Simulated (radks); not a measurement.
The nuclear charge of the antimony ion Sb2+ is varied continuously with 49 electrons held in [Kr] 4d10 5s2 5p1. Calculated with a radial shooting solver on a logarithmic mesh with Libxc functionals: scalar-relativistic Kohn-Sham, BLYP, spin-polarised, spherical densities, point nucleus; open shells are filled with parallel spins first (spin-orbit coupling, left out, can overturn this in heavy ions). By the Hellmann-Feynman theorem dE/dZ = E(electron-nucleus)/Z, the electronic potential at the nucleus. The scalar-relativistic energy here is not variational (the density holds large components alone), so the two differ by a part that grows with Z.

Z,E (hartree),E(electron-nucleus)/Z (hartree),HOMO,e(HOMO) (eV),<r> HOMO (bohr)
50.5,-6328.36280,-302.588,5p,-15.224,2.670
50.6,-6358.76700,-303.410,5p,-16.227,2.632
50.7,-6389.25420,-304.233,5p,-17.247,2.595
50.8,-6419.82443,-305.056,5p,-18.285,2.560
50.9,-6450.47771,-305.879,5p,-19.340,2.527
51,-6481.21406,-306.702,5p,-20.412,2.494
51.1,-6512.03349,-307.525,5p,-21.500,2.463
51.2,-6542.93604,-308.349,5p,-22.606,2.434
51.3,-6573.92172,-309.172,5p,-23.727,2.405
51.4,-6604.99057,-309.996,5p,-24.865,2.377
51.5,-6636.14260,-310.820,5p,-26.018,2.351
51.6,-6667.37785,-311.645,5p,-27.188,2.325
51.7,-6698.69634,-312.469,5p,-28.373,2.300
51.8,-6730.09810,-313.294,5p,-29.574,2.276
51.9,-6761.58317,-314.119,5p,-30.790,2.252
52,-6793.15156,-314.944,5p,-32.021,2.230

The central difference of E at Z = 51 is -307.779 hartree, to compare with the third column; the second derivative is -8.31 hartree.
